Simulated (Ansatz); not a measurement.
As6Se⁻. Total charge -1; doublet. Geometry r2SCAN-D4/def2-SVP, that of the neutral singlet; atoms count from 1.

| atom | x (Å) | y (Å) | z (Å) |
| --- | --- | --- | --- |
| As1 | 0.672 | -1.072 | -1.630 |
| As2 | 1.953 | -0.503 | 0.437 |
| As3 | -1.364 | -1.529 | -0.242 |
| As4 | 0.696 | 1.322 | 1.458 |
| As5 | -0.083 | -0.961 | 1.824 |
| As6 | -1.216 | 0.473 | -1.629 |
| Se7 | -0.658 | 2.271 | -0.217 |

The highest occupied level of the charge -1 doublet lies above zero (up to 1.29 eV). By energy differences its removal costs 0.93 eV (vertical, to the charge 0 singlet, at PBE-D4/def2-SVP); self-interaction error and the lack of diffuse functions both raise the level. The structure comes from a short search, and lower isomers may exist.

Estimate the Mulliken populations from the PBE/def2-SVP orbitals of Ansatz.


```csv
atom,charge (e),spin (α − β)
As1,-0.16,0.15
As2,-0.16,0.16
As3,-0.16,0.16
As4,-0.03,0.06
As5,-0.16,0.15
As6,-0.03,0.06
Se7,-0.32,0.25
```
Mulliken values and Mayer orders depend strongly on the basis.

Where does the spin sit?

Summed by element: As 0.75, Se 0.25, of 1 unpaired in all. Largest on single atoms: Se7 0.25, As3 0.16, As2 0.16.

And the Mayer bond orders between bonded heavy atoms (over 0.3)?

As1–As2 0.73 (2.50 Å); As1–As3 1.04 (2.51 Å); As1–As6 0.99 (2.44 Å); As2–As4 0.99 (2.44 Å); As2–As5 1.04 (2.51 Å); As3–As5 0.73 (2.50 Å); As3–As6 0.99 (2.44 Å); As4–As5 0.99 (2.44 Å); As4–Se7 0.91 (2.35 Å); As6–Se7 0.91 (2.35 Å).
